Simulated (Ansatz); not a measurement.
Consider the redistribution: `[CH3][Sn][NH2]` + `[Br][Cd][Br]` → `[CH3][Sn][Br]` + `[NH2][Cd][Br]`.

Computed with Ansatz on PBE0-D4/def2-TZVP structures; ΔE is electronic, products minus reactants. CCSD(T)/CBS adds triple-zeta CCSD(T) − MP2 to the extrapolated MP2 energy (def2 sets, frozen cores). Functionals use def2-TZVPP. Elements past krypton have def2 core potentials. For Br, Cd, Sn outer-core shells are correlated without core-valence functions, which leaves a few kJ/mol of doubt a bond. Scalar relativity is left out up to krypton. Each species was taken in one conformer, which may not be the lowest.

```
           level  ΔE (kJ/mol)
          B97M-V         42.4
CCSD(T)/def2-SVP         51.2
```

Question: What does CCSD(T)/CBS give? (An estimate is asked.)

Answer: The calculation gave: +46.2 kJ/mol. The listed levels differ from it by -3.8, 5.0 kJ/mol.

Largest T1 diagnostic among the species: 0.016.

From r2SCAN to r2SCAN0 (25 % exact exchange), in def2-TZVPP and without D4, ΔE moves by +5.0 kJ/mol. At CCSD(T), def2-SVP lies +5.0 kJ/mol from the extrapolated value and def2-TZVPP −2.4 kJ/mol. Leaving LDA and LC-ωPBE aside and taking each functional with its dispersion term where it has one, the values, not all of them listed here, spread over 14.1 kJ/mol, from PBE-D4 to BHLYP-D4.
